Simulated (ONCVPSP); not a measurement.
**xenon: ONCV pseudisation with LDA (Perdew-Wang 92), scalar-relativistic reference atom.**

- Element: xenon
- Generator: ONCVPSP 4.0.1
- Type: optimised norm-conserving Vanderbilt (ONCV)
- Functional: LDA (Perdew-Wang 92)
- Relativity: scalar-relativistic
- Frozen core: [Kr]
- Valence charge: 18
- Reference configuration: 4d10 5s2 5p6
- Partial waves: 5s: rc 1.40 bohr, ncon 4, nbas 9, qcut 3.7 1/bohr, 2 projectors, debl 2.8 Ha; 5p: rc 1.95 bohr, ncon 4, nbas 8, qcut 3.2 1/bohr, 3 projectors, debl 0.4 Ha; 4d: rc 1.00 bohr, ncon 5, nbas 9, qcut 13 1/bohr, 2 projectors, debl 2.9 Ha
- Local potential: polynomial inside 0.95 bohr (lpopt 5, dvloc0 4 Ha)
- Core correction: Teter function, fcfact 4, rcfact 1.55

What the tests gave:

```json
{
 "Cutoffs needed": "62 Ha and 121 Ha (the cutoffs (Ha) at which the residual kinetic energy of the hardest occupied pseudo-wave falls to 1 and 0.1 mHa per electron)",
 "Ghost test": "ghosts flagged at negative energy: s at -92.8 eV, p at -168.3 eV; GHOST(+) flagged for p at 32.1 eV, s at 206.1 eV; a true bound ghost makes a file unfit for plane-wave use",
 "Largest excitation error": "-11 meV (all-electron minus pseudo) for 4d10 5s2 5p3, out of 4 test configurations",
 "rms error of d²Exc/dni dnj": "5.98 mHa without and 0.46 mHa with the model core"
}
```

Generation and tests took about 4.2 s on one core of a shared server CPU.
